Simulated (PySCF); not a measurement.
Compound: C6H4BClF2.
Bonds: F1–B2, B2–F3, B2–C4, C4–C5 (aromatic), C5–C6 (aromatic), C6–C7 (aromatic), C7–Cl8, C7–C9 (aromatic), C9–C10 (aromatic), C4–C10 (aromatic). Hydrogens: H11 on C5; H12 on C6; H13 on C9; H14 on C10.

Method: PySCF 2.14.0, PBE0-D3(BJ)/def2-SVP geometry optimisation, gas phase.

Problem. What internal coordinates does the optimisation give?

Solution. 
```csv
bond,length (bohr),order
"F1–B2, B2–F3",2.498,single
B2–C4,2.922,single
"C4–C5, C4–C10",2.653,aromatic
"C5–C6, C9–C10",2.626,aromatic
"C6–C7, C7–C9",2.638,aromatic
C7–Cl8,3.266,single
"C5–H11, C10–H14",2.065,single
"C6–H12, C9–H13",2.062,single
```

Bonds in one row agree within 0.02 bohr and their mean is given. Orders are formal, as drawn. A selection of angles:
```csv
angle,degrees
F1–B2–F3,117.0
F1–B2–C4,121.2
B2–C4–C5,120.8
C5–C4–C10,118.4
C4–C5–C6,121.2
C4–C5–H11,119.5
C6–C5–H11,119.2
C5–C6–C7,118.9
C5–C6–H12,121.4
C7–C6–H12,119.7
C6–C7–Cl8,119.4
C6–C7–C9,121.2
```

Dihedral angles: F1–B2–C4–C5 0° (synperiplanar).

The 6-membered ring C4–C5–C6–C7–C9–C10 has internal angles of 118.4° to 121.2° (sum 720°, against 720° for a flat polygon); it is planar, 0.00 Å rms from its mean plane, widest ring torsion 0°. B2 (three-coordinate boron) is planar (angles 121.8°, 121.2° and 117.0°, sum 360.0°, 0.00 Å off the plane of its three neighbours). The 10 heavy atoms lie in one plane (0.002 Å rms). Of the pairs four or more bonds apart, F1···H11 is among the closest relative to their van der Waals radii: 2.62 Å, 98 % of the sum of Bondi's values.

Point group: C2v (tolerance 0.08 Å). Whether it is a minimum is left open (no frequencies).

Cost: about 4 min of CPU time on one thread; the machine was shared, so the figure is rough. That covers the optimisation of the geometry.
